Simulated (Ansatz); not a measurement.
`BN[SiH2][SiH3]` + H–F → `BN[SiH2]F` + SiH₄ at 298.15 K and 1 bar (cleavage of the Si–Si bond).

Calculated with Ansatz (gas phase, PBE0-D4/def2-TZVP geometries, no zero-point term in ΔE). CCSD(T)/CBS is the MP2 limit (def2-TZVPP, def2-QZVPP) plus CCSD(T) − MP2 in def2-TZVPP, frozen cores. This one scheme is used for every species. One conformer a species, not always the lowest.

```json
{"species": "`BN[SiH2][SiH3]`", "CCSD(T)/CBS energy (Eh)": "-662.50812", "H − E (kJ/mol)": "233.5", "S (J/(mol·K))": "355.4"}
{"species": "H–F", "CCSD(T)/CBS energy (Eh)": "-100.39570", "H − E (kJ/mol)": "33.5", "S (J/(mol·K))": "173.6"}
{"species": "`BN[SiH2]F`", "CCSD(T)/CBS energy (Eh)": "-471.49877", "H − E (kJ/mol)": "172.2", "S (J/(mol·K))": "311.0"}
{"species": "SiH₄", "CCSD(T)/CBS energy (Eh)": "-291.46306", "H − E (kJ/mol)": "92.1", "S (J/(mol·K))": "204.8"}
```

H − E and S are ideal-gas, rigid-rotor, harmonic terms from PBE0-D4/def2-TZVP, for one conformer and one mirror image of each species. 1 Eh = 2625.50 kJ/mol, R = 8.31446 J/(mol·K).

**Question.** By hand: ΔE, ΔH, ΔS and ΔG.

**Answer.** ΔE = (-471.49877) + (-291.46306) − (-662.50812) − (-100.39570) = -0.05801 Eh = -152.3 kJ/mol. Δ(H − E) = 172.2 + 92.1 − 233.5 − 33.5 = -2.7, so ΔH = -155.0 kJ/mol. ΔS = 311.0 + 204.8 − 355.4 − 173.6 = -13.2 J/(mol·K). ΔG = -155.0 − 298.15 × (-13.2)/1000 = -151.1 kJ/mol.

**Question.** By hand: the equilibrium constant, and the temperature at which ΔG would vanish if ΔH and ΔS stayed fixed.

**Answer.** log₁₀ K = −ΔG/(RT ln 10) = 26.5. ΔG = 0 at ΔH/ΔS = 11742 K, far beyond where these terms or the molecules hold.

The number of gas molecules stays the same, so ΔS is small and ΔH decides. A doubt of 5 kJ/mol in ΔE shifts log₁₀ K by 0.9 here. Other conformers and mirror images would add mixing entropy, several J/(mol·K) or more a flexible species. Modes under 60 cm⁻¹, often nearly free rotors, make the harmonic entropy too high. These are equilibria of isolated gas molecules and say nothing of rates. Largest T1 diagnostic: 0.013 (customary marks: 0.02 for closed shells, 0.045 for open ones).
